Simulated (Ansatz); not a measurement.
Basis-set series for `[GaH2][BH][SiH2]I`. Total charge 0; spin multiplicity 1. I takes the def2 core potential. The geometry is a stationary point of PBE0-D4/def2-TZVP. It is one conformer, not always the lowest.

```tsv
functional	basis	functions	energy (Eh)	HOMO (eV)	LUMO (eV)
PBE0-D4	def2-SVP	115	-2539.13216	-7.18	-1.70
PBE0-D4	def2-QZVPP	448	-2539.57556	-7.19	-1.80
ωB97M-V	def2-SVP	115	-2539.34950	-9.23	0.09
ωB97M-V	def2-QZVPP	448	-2539.79415	-9.27	-0.19
```

Question: Give the rows for def2-TZVPP. (Estimate.)

Answer: Computed: 
| functional | basis | functions | energy (Eh) | HOMO (eV) | LUMO (eV) |
| --- | --- | --- | --- | --- | --- |
| PBE0-D4 | def2-TZVPP | 241 | -2539.51949 | -7.18 | -1.76 |
| ωB97M-V | def2-TZVPP | 241 | -2539.73990 | -9.26 | -0.04 |

Scalar relativity is left out up to krypton.
